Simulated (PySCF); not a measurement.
H6NSi2, SMILES [SiH2]N[SiH3], multiplicity 2. Geometry: r2SCAN-D4/def2-SVP. The isomer is the one that the SMILES or the coordinates give; other isomers of the formula were not compared.

Computed equilibrium geometry at r2SCAN-D4/def2-SVP (PySCF confirms it by a frequency run) as a Z-matrix:
```
N
H 1 1.0202
Si 1 1.7485 2 115.34
Si 1 1.7490 2 114.57 3 167.62
H 3 1.4902 1 107.23 2 -172.11
H 3 1.4945 5 110.21 1 -119.69
H 3 1.4972 5 108.75 6 -117.49
H 4 1.4984 1 107.45 2 162.05
H 4 1.5017 8 110.45 1 118.60
```
Charge 0, spin multiplicity 2.
